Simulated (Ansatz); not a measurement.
Ansatz (a first-principles code) input (CCSD(T)/aug-cc-pVDZ):

Ansatz 0.2 input:
```yaml
crystal:
  periodic: [false, false, false]
  atoms:
    - {symbol: B, position_ang: [-0.44724455, -0.28636608, -0.00923823]}
    - {symbol: O, position_ang: [-0.62355583, 1.04373518, 0.11723837]}
    - {symbol: O, position_ang: [0.69042876, -1.00091713, -0.11585705]}
    - {symbol: H, position_ang: [0.17630645, 1.59392170, 0.13719066]}
    - {symbol: H, position_ang: [1.52493286, -0.50463571, -0.10205006]}
basis:
  gaussian:
    orbitals: aug-cc-pVDZ
magnetization: {spin_polarized: true, initial_magnetization: 1}
correlation: {method: ccsd_t, electrons: outside_noble_gas}
output: {forces: true}
```

End of the output:

```
mean field evaluation 4: about -4779.2512 eV, gradient 2.8e0 eV
mean field evaluation 8: about -4779.3872 eV, gradient 1.2e-1 eV
mean field evaluation 16: about -4779.3698 eV, gradient 9.0e-1 eV
mean field -4779.38752899 eV, -175.6392521052 hartree, gradient 1.6e-6 eV, S^2 0.753314; 0 other end points of the search recorded, 0 dependent functions left out
3 core orbitals not correlated
reference -4779.38752899 eV, -175.6392521052 hartree; 9, 8 occupied and 75, 76 virtual orbitals, 834 factors
densities: 0.84 GiB planned
second order -12.58860397 eV of doubles, -0.00000000 eV of singles
coupled cluster: 0.57 GiB planned
cycle   1  -12.56602220 eV  change    2.3e-2 eV  update   8.6e-2
cycle   2  -12.85726337 eV  change   -2.9e-1 eV  update   2.5e-2
cycle   3  -12.94298704 eV  change   -8.6e-2 eV  update   1.5e-2
cycle   4  -12.93686525 eV  change    6.1e-3 eV  update   4.2e-3
cycle   5  -12.93497428 eV  change    1.9e-3 eV  update   2.0e-3
cycle   6  -12.93566844 eV  change   -6.9e-4 eV  update   7.5e-4
cycle   7  -12.93564006 eV  change    2.8e-5 eV  update   3.0e-4
cycle   8  -12.93561955 eV  change    2.1e-5 eV  update   1.0e-4
cycle   9  -12.93564966 eV  change   -3.0e-5 eV  update   3.8e-5
cycle  10  -12.93564271 eV  change    7.0e-6 eV  update   1.3e-5
cycle  11  -12.93564527 eV  change   -2.6e-6 eV  update   5.0e-6
cycle  12  -12.93564837 eV  change   -3.1e-6 eV  update   1.9e-6
perturbative correction -0.38114874 eV, -0.0140069580 hartree
the calculation of the forces begins
Total energy: -4792.70432610 eV, -176.1286353725 hartree
Atom 0 at    -0.447245    -0.286366    -0.009238 Å, force    -0.591438    -0.378692    -0.012217 eV/Å
Atom 1 at    -0.623556     1.043735     0.117238 Å, force    -0.319508     1.023721     0.104159 eV/Å
Atom 2 at     0.690429    -1.000917    -0.115857 Å, force     0.798978    -0.716721    -0.094255 eV/Å
Atom 3 at     0.176306     1.593922     0.137191 Å, force     0.102705    -0.036856    -0.007132 eV/Å
Atom 4 at     1.524933    -0.504636    -0.102050 Å, force     0.009263     0.108548     0.009445 eV/Å
Dipole moment:     0.555241     0.355515     0.011469 e Å
```

It need not be the lowest isomer of its formula.
